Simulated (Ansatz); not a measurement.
The cluster Li₄Te₂⁺, relaxed as a doublet with UKS PBE-D4/def2-SVP in Ansatz, starting from the GFN2-xTB geometry. Force threshold 0.02 eV/Å.

In the def2 sets Te takes a core potential; there is no spin–orbit coupling. The structure comes from a short search, and lower isomers may exist.

Start:

Cartesian coordinates in Å:
```
Li 2.135 -0.100 -1.008
Li 0.931 2.015 -0.177
Li -1.859 -1.604 2.264
Li -0.078 0.702 -2.273
Te 0.542 -0.522 1.427
Te -1.670 -0.491 -0.232
```

| step | energy (eV) | largest force component (eV/Å) | SCF passes |
| --- | --- | --- | --- |
| 1 | -15400.0045 | 1.032 | 33 |
| 2 | -15400.5918 | 0.586 | 33 |
| 3 | -15400.8293 | 0.221 | 32 |
| 4 | -15400.9482 | 0.546 | 33 |
| 5 | -15401.0049 | 0.244 | 41 |
| 6 | -15401.1031 | 0.800 | 38 |
| 7 | -15401.5319 | 1.065 | 44 |
| 8 | -15401.9133 | 0.510 | 33 |
| 9 | -15402.0992 | 0.207 | 31 |
| 10 | -15402.1809 | 0.094 | 30 |
| 11 | -15402.2060 | 0.104 | 29 |
| 12 | -15402.2136 | 0.084 | 29 |
| 13 | -15402.2144 | 0.055 | 26 |
| 14 | -15402.2167 | 0.012 | 28 |

Force components are those of the run's own axes.

End:

```xyz
6

Li    1.702   -1.100   -0.324
Li    0.179    1.881    0.861
Li   -1.222   -1.215    1.505
Li   -1.078    0.677   -3.279
Te    1.163   -0.224    2.096
Te   -0.745   -0.018   -0.860
```

Bonds lost: Li1–Li4, Li2–Li4, Te5–Te6 (atoms count from 1). Bonds formed: Li1–Te6, Li2–Te6 (atoms count from 1). Metal–metal contacts that move far: Li1–Li2 2.57 to 3.55 Å.

No frequencies were taken in this run, so the end may be a saddle point.

It took 12 s on 4 threads of AMD EPYC 9B45 on a shared host.
